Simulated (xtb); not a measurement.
C4H12O2Si, charge +1, doublet, from a rough starting geometry (a state made from the parent by changing its charge; the spin is typed, not shown lowest); GFN2-xTB (xtb).

xtb was given this input:
```
$ xtb mol.xyz --gfn 2 --chrg 1 --uhf 1 --opt vtight --json

# file mol.xyz
19

C     -1.96569685    -1.42180054     0.61823418
O     -0.59475767    -0.96140115     0.71324632
Si     0.11204263     0.35003216    -0.02560821
C     -0.71025622     1.99288173     0.55041470
C      0.02773696     0.20446847    -1.93965878
O      1.62839950     0.38830329     0.54024548
C      2.55624829    -0.62666183     0.66843548
H     -2.02547886    -2.30499931     1.20637941
H     -2.21954554    -1.57550359    -0.41873015
H     -2.62358501    -0.67234429     1.09794635
H     -1.70648750     2.10246167     0.25406802
H     -0.15649681     2.82623402     0.15392062
H     -0.65087239     2.07802727     1.57381360
H      0.44849190    -0.71315876    -2.19377446
H      0.56406239     0.99272594    -2.42704476
H     -1.00206351     0.17133481    -2.30399603
H      3.49956259    -0.21611756     0.95042083
H      2.14917110    -1.33072046     1.30794739
H      2.69876297    -1.03983068    -0.38864374
```

Task: Write the output that xtb gives for this input, abridged.

Result: 
```
   ID    Z sym.   atoms
    1    6 C      1, 4, 5, 7
    2    8 O      2, 6
    3   14 Si     3
    4    1 H      8-19

           -------------------------------------------------
          |                Calculation Setup                |
           -------------------------------------------------

           -------------------------------------------------
          |                 G F N 2 - x T B                 |
           -------------------------------------------------

          ...................................................
          :                      SETUP                      :
          :.................................................:
          :  # basis functions                  46          :
          :  # atomic orbitals                  45          :
          :  # shells                           27          :
          :  # electrons                        43          :
          :  max. iterations                   250          :
          :  Hamiltonian                  GFN2-xTB          :
          :  restarted?                      false          :
          :  GBSA solvation                  false          :
          :  PC potential                    false          :
          :  electronic temp.          300.0000000     K    :
          :  accuracy                    1.0000000          :
          :  -> integral cutoff          0.2500000E+02      :
          :  -> integral neglect         0.1000000E-07      :
          :  -> SCF convergence          0.1000000E-05 Eh   :
          :  -> wf. convergence          0.1000000E-03 e    :
          :  Broyden damping             0.4000000          :
          :  net charge                          1          :
          :  unpaired electrons                  1          :
          ...................................................

 iter      E             dE          RMSdq      gap      omega  full diag
   1    -24.2999319 -0.242999E+02  0.509E+00    8.05       0.0  T
   2    -24.3738422 -0.739103E-01  0.271E+00    6.73       1.0  T
   3    -24.3640827  0.975952E-02  0.236E+00    7.24       1.0  T
   4    -24.4139486 -0.498659E-01  0.744E-01    7.02       1.0  T
   5    -24.4148639 -0.915359E-03  0.341E-01    7.08       1.0  T
   6    -24.4157262 -0.862261E-03  0.315E-01    7.04       1.0  T
   7    -24.4160363 -0.310126E-03  0.177E-01    7.08       1.0  T
   8    -24.4164590 -0.422643E-03  0.983E-02    7.07       1.0  T
   9    -24.4164720 -0.130194E-04  0.431E-02    7.07       1.0  T
  10    -24.4164864 -0.144048E-04  0.227E-02    7.07       1.0  T
  11    -24.4164910 -0.464484E-05  0.943E-03    7.07       2.4  T
  12    -24.4164914 -0.343701E-06  0.243E-03    7.07       9.5  T
  13    -24.4164915 -0.695589E-07  0.895E-04    7.07      25.6  T
  14    -24.4164915 -0.158957E-08  0.482E-04    7.07      47.6  T

   *** convergence criteria satisfied after 14 iterations ***

         :::::::::::::::::::::::::::::::::::::::::::::::::::::
         ::                     SUMMARY                     ::
         :::::::::::::::::::::::::::::::::::::::::::::::::::::
         :: total energy             -24.116403901611 Eh    ::
         :: gradient norm              0.125361980865 Eh/a0 ::
         :: HOMO-LUMO gap              7.069863709044 eV    ::
         ::.................................................::
         :: SCC energy               -24.416398252704 Eh    ::
         :: -> isotropic ES            0.119264136861 Eh    ::
         :: -> anisotropic ES         -0.005142127808 Eh    ::
         :: -> anisotropic XC          0.010397172334 Eh    ::
         :: -> dispersion             -0.010384069903 Eh    ::
         :: repulsion energy           0.299994351093 Eh    ::
         :: add. restraining           0.000000000000 Eh    ::
         :: total charge               1.000000000000 e     ::
         :::::::::::::::::::::::::::::::::::::::::::::::::::::

      -----------------------------------------------------------
     |                   =====================                   |
     |                        A N C O P T                        |
     |                   =====================                   |
     |               Approximate Normal Coordinate               |
     |                Rational Function Optimizer                |
      -----------------------------------------------------------
      -----------------------------------------------------------
     |                   =====================                   |
     |                        A N C O P T                        |
     |                   =====================                   |
     |               Approximate Normal Coordinate               |
     |                Rational Function Optimizer                |
      -----------------------------------------------------------

          ...................................................
          :                      SETUP                      :
          :.................................................:
          :   optimization level         verytight          :
          :   max. optcycles                   380          :
          :   ANC micro-cycles                  20          :
          :   degrees of freedom                51          :
          :.................................................:
          :   RF solver                   davidson          :
          :   write xtbopt.log                true          :
          :   linear?                        false          :
          :   energy convergence         0.1000000E-06 Eh   :
          :   grad. convergence          0.2000000E-03 Eh/α :
          :   maxmium RF displ.          1.0000000          :
          :   Hlow (freq-cutoff)         0.1000000E-01      :
          :   Hmax (freq-cutoff)         5.0000000          :
          :   S6 in model hess.         20.0000000          :
          ...................................................

[...]
 * total energy  :   -24.1397496 Eh     change       -0.5973664E-06 Eh
 * total energy  :   -24.1397499 Eh     change       -0.3198663E-06 Eh
 * total energy  :   -24.1397504 Eh     change       -0.5529265E-06 Eh
 * total energy  :   -24.1397509 Eh     change       -0.4225477E-06 Eh
 * total energy  :   -24.1397513 Eh     change       -0.3993466E-06 Eh
 * total energy  :   -24.1397516 Eh     change       -0.3595847E-06 Eh
 * total energy  :   -24.1397519 Eh     change       -0.2724607E-06 Eh
 * total energy  :   -24.1397521 Eh     change       -0.2190468E-06 Eh
 * total energy  :   -24.1397523 Eh     change       -0.1556545E-06 Eh
 * total energy  :   -24.1397524 Eh     change       -0.1280783E-06 Eh
 * total energy  :   -24.1397524 Eh     change        0.2252280E-07 Eh
 * total energy  :   -24.1397525 Eh     change       -0.8440636E-07 Eh
   *** GEOMETRY OPTIMIZATION CONVERGED AFTER 121 ITERATIONS ***
         :: total energy             -24.139752461486 Eh    ::
[...]
         1        2.0000           -0.9895627             -26.9274
       ...           ...                  ...                  ...
        10        2.0000           -0.7028707             -19.1261
        11        2.0000           -0.7006693             -19.0662
        12        2.0000           -0.6918517             -18.8262
        13        2.0000           -0.6525620             -17.7571
        14        2.0000           -0.6450445             -17.5526
        15        2.0000           -0.6431814             -17.5019
        16        2.0000           -0.6416383             -17.4599
        17        2.0000           -0.6395547             -17.4032
        18        2.0000           -0.6117327             -16.6461
        19        2.0000           -0.6044678             -16.4484
        20        2.0000           -0.5982571             -16.2794
        21        2.0000           -0.5942973             -16.1717
        22        1.0000           -0.5643493             -15.3567 (HOMO)
        23                         -0.3038966              -8.2694 (LUMO)
        24                         -0.2958990              -8.0518
        25                         -0.2698855              -7.3440
        26                         -0.1630015              -4.4355
        27                         -0.1604892              -4.3671
        28                         -0.1193894              -3.2488
        29                         -0.0066804              -0.1818
        30                         -0.0013475              -0.0367
        31                          0.0011601               0.0316
        32                          0.0120122               0.3269
        33                          0.0278740               0.7585
       ...                                ...                  ...
        45                          0.7525968              20.4792
      -------------------------------------------------------------
                  HL-Gap            0.2604527 Eh            7.0873 eV
             Fermi-level           -0.5067194 Eh          -13.7885 eV

     #   Z          covCN         q      C6AA      α(0)
     1   6 C        3.644     0.010    20.760     6.550
     2   8 O        1.621    -0.267    18.466     5.800
     3  14 Si       3.318     0.629   113.356    21.477
     4   6 C        3.643    -0.171    24.233     7.077
     5   6 C        3.643    -0.171    24.231     7.077
     6   8 O        1.621    -0.264    18.415     5.792
     7   6 C        3.647     0.011    20.725     6.542
     8   1 H        0.924     0.106     1.732     2.058
     9   1 H        0.924     0.106     1.734     2.059
    10   1 H        0.925     0.074     2.045     2.237
    11   1 H        0.925     0.097     1.816     2.107
    12   1 H        0.925     0.109     1.706     2.043
    13   1 H        0.925     0.109     1.707     2.043
    14   1 H        0.925     0.109     1.707     2.043
    15   1 H        0.925     0.109     1.706     2.043
    16   1 H        0.925     0.097     1.815     2.107
    17   1 H        0.924     0.113     1.671     2.021
    18   1 H        0.925     0.084     1.938     2.177
    19   1 H        0.924     0.113     1.671     2.021

 Mol. C6AA /au·bohr⁶  :       2877.868276
 Mol. C8AA /au·bohr⁸  :      79872.508499
 Mol. α(0) /au        :         85.273477

Wiberg/Mayer (AO) data.
largest (>0.10) Wiberg bond orders for each atom

 ---------------------------------------------------------------------------
     #   Z sym  total        # sym  WBO       # sym  WBO       # sym  WBO
 ---------------------------------------------------------------------------
     1   6 C    3.894 --    10 H    0.983     8 H    0.956     9 H    0.956
                             2 O    0.952
     2   8 O    2.462 --     3 Si   1.313     1 C    0.952
     3  14 Si   4.123 --     2 O    1.313     6 O    1.265     4 C    0.696
                             5 C    0.695
     4   6 C    3.892 --    11 H    0.978    12 H    0.974    13 H    0.965
                             3 Si   0.696
     5   6 C    3.892 --    16 H    0.978    15 H    0.974    14 H    0.965
                             3 Si   0.695
     6   8 O    2.463 --     3 Si   1.265     7 C    0.967
     7   6 C    3.898 --    18 H    0.980     6 O    0.967    17 H    0.942
                            19 H    0.941
     8   1 H    0.988 --     1 C    0.956
     9   1 H    0.988 --     1 C    0.956
    10   1 H    0.994 --     1 C    0.983
    11   1 H    0.990 --     4 C    0.978
    12   1 H    0.988 --     4 C    0.974
    13   1 H    0.988 --     4 C    0.965
    14   1 H    0.988 --     5 C    0.965
    15   1 H    0.988 --     5 C    0.974
    16   1 H    0.990 --     5 C    0.978
    17   1 H    0.985 --     7 C    0.942
    18   1 H    0.993 --     7 C    0.980
    19   1 H    0.985 --     7 C    0.941
 ---------------------------------------------------------------------------

Topologies differ in total number of bonds
Writing topology from bond orders to xtbtopo.mol

molecular dipole:
                 x           y           z       tot (Debye)
 q only:       -0.096       0.101      -0.069
   full:       -0.220       0.186      -0.138       0.811
molecular quadrupole (traceless):
                xx          xy          yy          xz          yz          zz
 q only:        6.283       0.113      -2.224       1.465      -1.937      -4.059
  q+dip:        4.524      -0.076      -1.770       1.103      -1.093      -2.754
   full:        5.334      -0.527      -2.265       1.528      -1.068      -3.069

optimized geometry written to: xtbopt.xyz

           -------------------------------------------------
          | TOTAL ENERGY              -24.139752461486 Eh   |
          | GRADIENT NORM               0.000080224201 Eh/α |
          | HOMO-LUMO GAP               7.087277592457 eV   |
           -------------------------------------------------

normal termination of xtb
```
